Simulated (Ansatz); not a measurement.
Geometry optimisation, RKS PBE0/def2-SVP (Ansatz).

input.yaml

```yaml
crystal:
  periodic: [false, false, false]
  atoms:
    - { symbol: C, position_ang: [-1.6253, 0.7874, 1.4407] }
    - { symbol: O, position_ang: [-0.4113, 0.3837, 0.9709] }
    - { symbol: Si, position_ang: [-0.3765, -0.5643, -0.3872] }
    - { symbol: "N", position_ang: [-0.7741, -2.0921, 0.1006] }
    - { symbol: S, position_ang: [1.6807, -0.842, -0.9604] }
    - { symbol: C, position_ang: [2.2771, 0.8707, -1.1502] }
    - { symbol: H, position_ang: [-1.4865, 1.468, 2.311] }
    - { symbol: H, position_ang: [-2.1446, 1.4532, 0.6622] }
    - { symbol: H, position_ang: [-2.3046, 0.0095, 1.7759] }
    - { symbol: H, position_ang: [-1.1749, -0.0572, -1.4545] }
    - { symbol: H, position_ang: [-0.2788, -2.3645, 0.9189] }
    - { symbol: H, position_ang: [-0.5699, -2.7431, -0.6179] }
    - { symbol: H, position_ang: [2.164, 1.4354, -0.2236] }
    - { symbol: H, position_ang: [1.6787, 1.3916, -1.9013] }
    - { symbol: H, position_ang: [3.3242, 0.8129, -1.4557] }
basis:
  gaussian: { orbitals: def2-SVP }
hamiltonian:
  xc: pbe0
relax:
  f_tol: 0.015
  max_steps: 40
```

Launched with:

```bash
$ ansatz run input.yaml --threads 2 --pin off --max-ram 3072MiB --backend cpu --events-out ev --progress --plain --runs-dir out
```

Task: Where does it end, and by what steps?

Result: It converged. After 20 steps the energy has fallen by 0.559 eV; H12 moved furthest, 0.94 Å.

```csv
step,energy less start (eV),largest force component (eV/Å),accepted
0,0.0000,2.816,yes
1,-0.4004,0.920,yes
2,-0.4795,0.494,yes
3,-0.5021,0.314,yes
4,-0.5208,0.287,yes
5,-0.5369,0.095,yes
6,-0.5475,0.142,yes
7,-0.5477,0.230,yes
8,-0.5496,0.270,yes
9,-0.5525,0.151,yes
10,-0.5537,0.203,yes
11,-0.5558,0.073,yes
12,-0.5573,0.100,yes
13,-0.5579,0.078,yes
14,-0.5584,0.033,yes
15,-0.5587,0.036,yes
16,-0.5589,0.027,yes
17,-0.5591,0.045,yes
18,-0.5592,0.032,yes
19,-0.5593,0.015,yes
20,-0.5593,0.008,yes
```

```xyz
15
Properties=species:S:1:pos:R:3
C -1.495 0.906 1.341
O -0.323 0.523 0.676
Si -0.275 -0.692 -0.465
N -0.706 -2.239 0.130
S 1.762 -0.748 -1.084
C 2.235 1.012 -1.027
H -1.238 1.643 2.119
H -2.226 1.376 0.657
H -1.989 0.048 1.831
H -1.268 -0.384 -1.537
H -0.096 -2.790 0.722
H -1.450 -2.784 -0.286
H 1.854 1.478 -0.110
H 1.861 1.553 -1.907
H 3.333 1.046 -1.030
```

Whether the end is a true minimum wasn't checked by a vibrational analysis.

The run took 80 s on 2 threads of Intel(R) Xeon(R) Platinum 8488C (Sapphire Rapids), on a shared host, peak memory 0.38 GiB.
